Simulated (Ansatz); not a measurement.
Input file for Ansatz (a first-principles code): U-r2SCAN/def2-TZVPP on NbO, 2S+1 = 4, a spin state set in the input, which need not be the lowest, a point of a bond scan (R = 1.677 Å). Elements past Kr take the def2 small-core potentials; no spin–orbit coupling.

Ansatz 0.2 input:
```yaml
crystal:
  periodic: [false, false, false]
  atoms:
    - {symbol: Nb, position_ang: [0.00000000, 0.00000000, 0.00000000]}
    - {symbol: O, position_ang: [0.00000000, 0.00000000, 1.67714200]}
basis:
  gaussian:
    orbitals: def2-TZVPP
    pivot_positions_ang: [[0.00000000, 0.00000000, 0.00000000], [0.00000000, 0.00000000, 1.67714200]]
hamiltonian:
  xc: {name: r2SCAN}
magnetization: {spin_polarized: true, initial_magnetization: 3}
output: {forces: true, orbitals: {seedname: ./end}}
```

The log:

```
WARN ansatz: RAYON_NUM_THREADS=1 ignored (pool sized by the plan → 1); use --threads N
Functional definition: r2SCAN
integrals: 0.02 GiB planned
480 factors; their error is unknown
mean field: 0.27 GiB planned
mean field evaluation 1: about -3588.5172 eV, gradient 4.9e1 eV
mean field evaluation 2: about -3410.4878 eV, gradient 1.6e2 eV
mean field evaluation 4: about -3596.5179 eV, gradient 1.4e1 eV
mean field evaluation 8: about -3597.3917 eV, gradient 2.3e-1 eV
mean field evaluation 16: about -3597.3903 eV, gradient 3.3e-5 eV
mean field evaluation 32: about -3596.0741 eV, gradient 1.2e-3 eV
mean field evaluation 64: about -3596.6682 eV, gradient 5.8e0 eV
mean field -3597.39034375 eV, -132.2016567340 hartree, gradient 3.2e-5 eV, S^2 3.780935; 9 other end points of the search recorded, 0 dependent functions left out
the calculation of the forces begins
reference -3597.39036542 eV, -132.2016575304 hartree; 12, 9 occupied and 75, 78 virtual orbitals, 480 factors
Total energy: -3597.39036542 eV, -132.2016575304 hartree
Atom 0 at     0.000000     0.000000     0.000000 Å, force     0.000000    -0.000000    -0.370106 eV/Å
Atom 1 at     0.000000     0.000000     1.677142 Å, force    -0.000000     0.000000     0.370106 eV/Å
Dipole moment:     0.000000     0.000000    -0.750134 e Å
```

The run converged.

Cost: roughly 20 core-seconds.
